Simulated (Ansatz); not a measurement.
One change: `CB[Te][AlH2]` becomes `CB[TeH]`.

Ansatz, PBE0-D4/def2-TZVP geometries, multiplicity 1. Each molecule was computed in one conformer, which needn't be the lowest.

Elements past krypton have def2 core potentials.

```
                             property  `CB[Te][AlH2]`
  LUMO energy (B3LYP/def2-TZVPP) / eV           -2.10
    LUMO energy (PBE/def2-TZVPP) / eV           -2.74
HOMO–LUMO gap (B3LYP/def2-TZVPP) / eV            4.72
  HOMO–LUMO gap (PBE/def2-TZVPP) / eV            3.41
LUMO energy (ωB97M-V/def2-TZVPP) / eV           -0.26
   LUMO energy (PBE0/def2-TZVPP) / eV           -1.95
```

Question: What does the change do to each property? (An estimate is asked.)

Answer: Computed: 
| property | `CB[TeH]` | shift |
| --- | --- | --- |
| LUMO energy (B3LYP/def2-TZVPP) / eV | -1.36 | 0.74 |
| LUMO energy (PBE/def2-TZVPP) / eV | -2.08 | 0.66 |
| HOMO–LUMO gap (B3LYP/def2-TZVPP) / eV | 5.32 | 0.60 |
| HOMO–LUMO gap (PBE/def2-TZVPP) / eV | 3.87 | 0.46 |
| LUMO energy (ωB97M-V/def2-TZVPP) / eV | 0.70 | 0.96 |
| LUMO energy (PBE0/def2-TZVPP) / eV | -1.20 | 0.75 |

With PBE0 the HOMO rises by 0.15 eV and the LUMO rises by 0.75 eV, so the gap widens by about 0.60 eV. PBE moves the HOMO by 0.20 eV and ωB97M-V by 0.08 eV. The zero-point energy changes by -19.1 kJ/mol with -6 modes.

B3LYP here is the variant with VWN-RPA as its local correlation; programs differ in this.

Spin–orbit coupling is left out; it splits and shifts lone-pair levels of the heavy atoms by tenths of an eV.
